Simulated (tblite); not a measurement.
Species: C2H6NSSi (doublet state).
Numbering: `[CH2:1][C:2](=[S:3])[SiH2:4][NH2:5]` (hydrogens: H6, H7 on C1; H8, H9 on Si4; H10, H11 on N5)

Cartesian coordinates in Å at the GFN2-xTB level; atoms count from 1:
```
atom  x, y, z in Å
C1     1.6243   -0.5938   -0.4909
C2     1.0848    0.3653    0.2652
S3     1.9922    1.4678    1.2040
Si4   -0.7900    0.7002    0.3923
N5    -1.5436   -0.6112   -0.4272
H6     1.0041   -1.2502   -1.0755
H7     2.6911   -0.7412   -0.5512
H8    -1.1082    1.9048   -0.3691
H9    -1.1024    0.8574    1.8179
H10   -1.3205   -1.5567   -0.1592
H11   -2.5263   -0.5399   -0.6322
```

Level: GFN2-xTB in tblite, geometry and Hessian alike; calculated harmonic values, unscaled, isolated species. Against measured fundamentals such values can be off by several per cent, at times by over 20. Modes of hydrogen on silicon can be 10 to 20 % off. One conformer, not necessarily the lowest. Open shells enter through the occupations alone, without spin polarisation, and single modes of such species can be off by tens of per cent.

Harmonic wavenumbers (cm⁻¹): 41.1, 154.0, 192.1, 215.2, 306.2, 312.6, 511.0, 525.4, 571.9, 577.9, 595.2, 717.9, 770.7, 797.1, 822.5, 833.6, 906.0, 1041.9, 1382.1, 1515.7, 1551.6, 2219.2, 2290.6, 3081.6, 3123.0, 3472.3, 3510.7.

A = 6121, B = 1930, C = 1502 MHz; mass 103.999 u (most abundant isotopes); point group C1, symmetry number 1; spin multiplicity 2.

Q: Zero-point energy?

A: ½Σν̃ = 16020 cm⁻¹ = 191.64 kJ/mol.

Q: Give the ideal-gas entropy at 500 K and 1 bar in the rigid-rotor, harmonic-oscillator model (classical rotation).

A: Translation 177.53, rotation 120.65, vibration 134.07, spin (R ln 2) 5.76: S = 438.0 J/(mol K).

Q: And Cp and H(500 K) − H(0)?

A: Cp = 159.61 J/(mol K), of which vibrations give 126.36 (their classical limit is 27 R = 224.5); H(500 K) − H(0) = 51.38 kJ/mol without the zero-point energy, 34.75 from vibrations.

Q: Which modes carry the vibrational entropy at 500 K?

A: 41.1 cm⁻¹: 26.07; 154.0 cm⁻¹: 15.15; 192.1 cm⁻¹: 13.35; 215.2 cm⁻¹: 12.43; 306.2 cm⁻¹: 9.63; 312.6 cm⁻¹: 9.47 J/(mol K); the other 21 give 47.97 together.

Q: How do the functions run with temperature in this model?

A: 
```tsv
T (K)	S (J/(mol K))	Cp (J/(mol K))	H − H(0) (kJ/mol)	G − H(0) (kJ/mol)	ln q(vib)
50	235.7	44.5	1.92	-9.86	0.38
100	271.3	60.4	4.54	-22.60	1.06
298.15	365.4	120.8	22.69	-86.25	4.31
373.15	394.4	138.0	32.42	-114.76	5.60
750	508.4	187.1	95.01	-286.29	11.73
1000	564.9	205.1	144.17	-420.68	15.27
```

q(vib) and H(0) count from the zero-point level.

Q: What must be added to the electronic energy to get the Gibbs energy at 500 K and 1 bar?

A: ZPE + [H(500 K) − H(0)] − T·S = 191.64 + 51.38 − 219.01 = 24.01 kJ/mol.

Q: Blend soft modes into free rotors: weight 1/[1 + (100 cm⁻¹/ν̃)⁴] for the oscillator and the rest for a rotor with moment μB/(μ + B), μ = h/(8π²ν), B = 10⁻⁴⁴ kg m². What vibrational entropy results?

A: 125.39 J/(mol K) in place of 134.07, which changes −T·S at 500 K by +4.34 kJ/mol.

Hindered rotation and anharmonicity are outside this model. Other conformers, if any are populated, would add a mixing term that is left out. The structure is chiral; the term R ln 2 for an equal mix with its mirror image is left out.
